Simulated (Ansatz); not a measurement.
SbH2Et (C2H7Sb), relaxed as a singlet with RKS PBE0-D4/def2-SVP in Ansatz, starting from the GFN2-xTB geometry. Force threshold 0.02 eV/Å.

In the def2 sets Sb takes a core potential; there is no spin–orbit coupling. Another isomer (singlet) lies 0.25 eV lower at PBE0-D4/def2-TZVP; other spin states weren't run for this one.

Start:

```xyz
10

C    -0.128   -0.546   -0.005
C    -1.175    0.416    0.516
Sb    1.881    0.283    0.122
H     2.525   -1.010   -0.775
H     1.690    1.140   -1.334
H    -0.139   -1.468    0.574
H    -0.324   -0.799   -1.045
H    -2.171   -0.018    0.438
H    -0.995    0.659    1.563
H    -1.165    1.344   -0.054
```

| step | energy (eV) | largest force component (eV/Å) | SCF passes |
| --- | --- | --- | --- |
| 1 | -8721.1877 | 0.428 | 24 |
| 2 (rejected) | -8721.1805 | 0.373 | 28 |
| 3 | -8721.2224 | 0.136 | 29 |
| 4 | -8721.2234 | 0.053 | 22 |
| 5 | -8721.2246 | 0.016 | 28 |
| 6 | -8721.2250 | 0.024 | 28 |
| 7 | -8721.2251 | 0.023 | 21 |
| 8 | -8721.2252 | 0.008 | 22 |

Force components are those of the run's own axes.

End:

```tsv
atom	x (Å)	y (Å)	z (Å)
C1	-0.139	-0.575	0.009
C2	-1.173	0.424	0.498
Sb3	1.903	0.210	0.127
H4	2.557	-1.017	-0.883
H5	1.685	1.255	-1.221
H6	-0.150	-1.491	0.621
H7	-0.324	-0.875	-1.032
H8	-2.189	-0.004	0.465
H9	-0.986	0.737	1.538
H10	-1.185	1.335	-0.122
```

By distances, no bond broke or formed. The bond that changes most is Sb3–H5, from 1.70 to 1.72 Å (atoms count from 1).

The force fell under the threshold at step 5, but the optimiser went on. No frequencies were taken in this run, so the end may be a saddle point.

It took 17 s on 2 threads of Arm Neoverse V2 on a shared host.
